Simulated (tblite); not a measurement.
C₅H₈F₂O₂Si.
Geometry (GFN2-xTB, Å), atoms numbered from 1 in this order:
```xyz
18
C5H8F2O2Si angstrom
C     -2.356   -1.285   -0.628
C     -1.604    0.039   -0.603
C     -0.175   -0.143   -0.185
O      0.303   -1.217    0.107
C      0.720    1.046   -0.109
C      0.390    2.320   -0.357
F     -0.839    2.707   -0.723
O      1.976    0.776    0.251
Si     2.712   -0.667    0.530
F      2.803   -1.524   -0.823
H     -3.388   -1.126   -0.931
H     -2.346   -1.744    0.357
H     -1.886   -1.973   -1.325
H     -1.617    0.508   -1.589
H     -2.078    0.741    0.087
H      1.085    3.142   -0.284
H      4.041   -0.106    0.700
H      2.250   -1.486    1.627
```

Computed values, GFN2-xTB/tblite, gas phase, harmonic and unscaled. This tight-binding method is rough: wavenumbers can miss measured ones by several per cent, in bad cases by 10 to 20. Modes of hydrogen on silicon can be 10 to 20 % off. One conformer, not necessarily the lowest.

Harmonic wavenumbers (cm⁻¹): 46.5, 57.1, 104.2, 108.5, 165.9, 181.1, 184.9, 219.6, 254.7, 283.1, 356.7, 366.7, 398.5, 485.5, 532.7, 606.3, 624.3, 650.5, 753.2, 763.6, 764.5, 809.7, 827.4, 858.1, 864.7, 1023.5, 1049.9, 1071.7, 1112.5, 1148.3, 1221.5, 1231.4, 1286.9, 1327.4, 1409.8, 1432.2, 1486.4, 1494.6, 1652.7, 1725.8, 2350.9, 2414.7, 2962.4, 2981.6, 3050.5, 3053.2, 3056.3, 3095.5.

A = 1531, B = 828.4, C = 577.2 MHz; mass 166.026 u (most abundant isotopes); point group C1, symmetry number 1.

Q: Zero-point energy?

A: ½Σν̃ = 26954 cm⁻¹ = 77.07 kcal/mol.

Q: Give the ideal-gas entropy at 200 K and 1 bar in the rigid-rotor, harmonic-oscillator model (classical rotation).

A: Translation 39.27, rotation 29.27, vibration 23.98: S = 92.5 cal/(mol K).

Q: And Cp and H(200 K) − H(0)?

A: Cp = 33.43 cal/(mol K), of which vibrations give 25.48 (their classical limit is 48 R = 95.4); H(200 K) − H(0) = 4.22 kcal/mol without the zero-point energy, 2.63 from vibrations.

Q: What must be added to the electronic energy to get the Gibbs energy at 200 K and 1 bar?

A: ZPE + [H(200 K) − H(0)] − T·S = 77.07 + 4.22 − 18.51 = 62.78 kcal/mol.

Q: How do the functions run with temperature in this model?

A: 
```tsv
T (K)	S (cal/(mol K))	Cp (cal/(mol K))	H − H(0) (kcal/mol)	G − H(0) (kcal/mol)	ln q(vib)
50	61.3	14.4	0.53	-2.54	0.64
100	73.7	21.8	1.44	-5.93	2.13
298.15	107.8	43.7	8.01	-24.13	8.64
373.15	118.4	50.8	11.56	-32.62	11.01
500	134.7	60.7	18.66	-48.70	14.85
750	162.0	73.9	35.62	-85.91	21.86
1000	184.5	82.2	55.21	-129.32	28.14
```

q(vib) and H(0) count from the zero-point level.

Q: Which modes carry the vibrational entropy at 200 K?

A: 46.5 cm⁻¹: 4.17; 57.1 cm⁻¹: 3.77; 104.2 cm⁻¹: 2.61; 108.5 cm⁻¹: 2.53; 165.9 cm⁻¹: 1.75; 181.1 cm⁻¹: 1.60 cal/(mol K); the other 42 give 7.56 together.

Q: Blend soft modes into free rotors: weight 1/[1 + (100 cm⁻¹/ν̃)⁴] for the oscillator and the rest for a rotor with moment μB/(μ + B), μ = h/(8π²ν), B = 10⁻⁴⁴ kg m². What vibrational entropy results?

A: 22.36 cal/(mol K) in place of 23.98, which changes −T·S at 200 K by +0.33 kcal/mol.

Hindered rotation and anharmonicity are outside this model. Other conformers, if any are populated, would add a mixing term that is left out. The structure is chiral; the term R ln 2 for an equal mix with its mirror image is left out.

On one thread of an Arm Neoverse V1, shared host, this took 0.78 s of wall time. This covers the Hessian and the dipole derivatives.
